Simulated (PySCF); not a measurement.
Excitations are Tamm–Dancoff values on a coarser integration grid. The basis has no diffuse functions, so Rydberg states are missing or too high.

Cartesian coordinates (Å):
```xyz
20

C     -2.0208     2.9919     0.9587
C     -1.3046     2.0552     0.6216
C     -0.5032     0.9326     0.2426
C      0.7726     1.1347    -0.3156
C      1.5642     0.0291    -0.6897
C      2.8819    -0.0028    -1.2716
C      3.3264    -1.2820    -1.4974
S      2.1792    -2.5070    -1.0168
C      1.0413    -1.2860    -0.4884
C     -0.2322    -1.4966     0.0688
C     -1.0189    -0.3964     0.4407
Si    -2.7336    -0.6611     1.1917
H     -2.6505     3.8188     1.2552
H      1.1475     2.1586    -0.4581
H      3.4677     0.8952    -1.5099
H      4.2867    -1.5923    -1.9284
H     -0.6094    -2.5208     0.2127
H     -3.8075    -0.0368     0.3444
H     -2.9652    -2.1474     1.2609
H     -2.8217    -0.0869     2.5787
```
Charge 0, spin multiplicity 1.

What T1 excitation (TDA), HOMO, S1 excitation (TDA), S1 oscillator strength and brightest of the four lowest singlets (TDA) does PBE-D3(BJ)/def2-TZVP // PBE-D3(BJ)/def2-SVP (PySCF) give?


| Quantity | Value |
|---|---|
| T1 excitation (TDA) | 3.10 eV |
| HOMO | -5.62 eV |
| S1 excitation (TDA) | 3.77 eV |
| S1 oscillator strength | 0.019 |
| brightest of the four lowest singlets (TDA) | 4.59 eV |
